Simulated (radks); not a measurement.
Ionisation of neutral holmium, [Xe] 4f11 6s2, to [Xe] 4f11 6s1 as the strength of local exchange is varied. Method: scalar-relativistic Kohn-Sham, Slater X-alpha exchange (alpha = 2/3 is LDA exchange), no correlation, spin-polarised, spherical densities, finite nucleus; open shells are filled with parallel spins first (spin-orbit coupling, left out, can overturn this in heavy ions); Fermi nuclear charge, rms radius 5.2022 fm; computed with a radial shooting solver on a logarithmic mesh with Libxc functionals.

alpha  E(Ho) (hartree)  exchange (hartree)  IE (eV)  -e of the level emptied (eV)  <r> of it (bohr)
0.633      -12587.4580           -242.2029    5.093                    2.943 (6s)             4.194
0.667      -12600.5279           -255.5082    5.225                    3.081 (6s)             4.156
0.861      -12675.3911           -331.9815    6.042                    3.954 (6s)             3.943
0.951      -12710.2865           -367.7789    6.450                    4.398 (6s)             3.850
?          -12669.1984           -325.6387    5.971                    3.877 (6s)             3.960

Which alpha was used in the last row?

Answer. alpha = 0.845. NIST Atomic Spectra Database: 6.022 eV (measured). The Delta-SCF value meets it near alpha = 0.86. Open shells are spherical and high-spin; term and fine-structure splittings are not resolved. Spin-orbit splitting is averaged out at the scalar-relativistic level.
